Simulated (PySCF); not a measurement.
**Shapes and spin states of B4**

Method: PBE0/[B def2-TZVP], no relativity, density fitting, PySCF.

Relaxations began from a few typed shapes and spin states; open shells are unrestricted. The search is not exhaustive: other isomers or separated fragments can lie lower, and high-lying points may rest on an excited occupation.

Which is the lowest minimum found?
A. broken-symmetry Ms = 0 (⟨S²⟩ 0.84) C2v: B–B 1.522 Å, B–B 1.577 Å (×2), B–B 1.669 Å; B–B–B 57.7°, B–B–B 61.1° (×2), B–B–B 151.1° (×2)
B. singlet D4h: B–B 1.516 Å (×4), B–B 2.144 Å (×2); B–B–B 45.0° (×8), B–B–B 90.0° (×4)
C. triplet (⟨S²⟩ 2.29) C2h: B–B 1.539 Å (×2), B–B 1.591 Å, B–B 1.648 Å (×2); B–B–B 56.7° (×2), B–B–B 59.8° (×2), B–B–B 63.5° (×2), B–B–B 120.2° (×2)
D. triplet (⟨S²⟩ 2.51) D2h: B–B 1.568 Å, B–B 1.594 Å (×4); B–B–B 58.9° (×2), B–B–B 60.6° (×4), B–B–B 121.1° (×2)
E. singlet D2h: B–B 1.521 Å (×4), B–B 1.878 Å; B–B–B 51.9° (×4), B–B–B 76.2° (×2), B–B–B 103.8° (×2)
F. singlet (closed shell, unstable to spin polarisation) C2v: B–B 1.505 Å, B–B 1.563 Å (×2), B–B 1.718 Å; B–B–B 57.5°, B–B–B 61.2° (×2), B–B–B 151.2° (×2)

E. The others lie at 3.8 (singlet D4h, a saddle point), 92.8 (triplet C2h), 98.7 (triplet D2h, a saddle point), 222.9 (broken-symmetry Ms = 0 C2v), 239.8 (singlet C2v) kJ/mol above it.

The electron or spin density has lower symmetry than the nuclear frame for the broken-symmetry Ms = 0 (⟨S²⟩ 0.84) C2v at 222.9 kJ/mol.
